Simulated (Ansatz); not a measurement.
S₇⁻, relaxed as a doublet with UKS r2SCAN-D4/def2-SVPD in Ansatz, starting from the GFN1-xTB geometry. Force threshold 0.02 eV/Å.

The relaxation made no stability test and no search for a lower SCF solution. The structure comes from a short search, and lower isomers may exist.

Start:

```csv
atom,x (Å),y (Å),z (Å)
S1,1.767,0.238,-2.040
S2,-2.545,0.206,1.028
S3,-1.079,-1.213,1.449
S4,1.700,-1.261,-0.591
S5,-2.061,1.994,1.738
S6,2.456,1.935,-1.276
S7,-0.239,-1.898,-0.309
```

| step | energy (eV) | largest force component (eV/Å) | SCF passes |
| --- | --- | --- | --- |
| 1 | -75822.8330 | 0.628 | 24 |
| 2 | -75822.8916 | 0.205 | 29 |
| 3 | -75822.8994 | 0.160 | 30 |
| 4 | -75822.9098 | 0.131 | 25 |
| 5 | -75822.9298 | 0.130 | 30 |
| 6 | -75822.9591 | 0.195 | 30 |
| 7 | -75823.0018 | 0.274 | 30 |
| 8 | -75823.0670 | 0.296 | 30 |
| 9 | -75823.1452 | 0.235 | 30 |
| 10 | -75823.1624 | 0.271 | 29 |
| 11 | -75823.1733 | 0.268 | 27 |
| 12 | -75823.1799 | 0.196 | 26 |
| 13 | -75823.1927 | 0.051 | 29 |
| 14 | -75823.1935 | 0.026 | 24 |
| 15 | -75823.1937 | 0.026 | 26 |
| 16 | -75823.1938 | 0.014 | 28 |

Force components are those of the run's own axes.

End:

```xyz
7

S     1.265    0.406   -1.742
S    -2.067    0.430    0.587
S    -1.113   -1.328    1.393
S     1.679   -1.344   -0.551
S    -1.025    2.056    1.121
S     1.422    2.042   -0.597
S    -0.162   -2.262   -0.211
```

By distances, no bond broke or formed. The bond that changes most is S2–S3, from 2.08 to 2.16 Å (atoms count from 1). The end is the same structure that another start reached, the lowest one found.

No frequencies were taken in this run, so the end may be a saddle point.

Hardware: 4 threads of Arm Neoverse V1 on a shared host. Wall time 2.8 min.
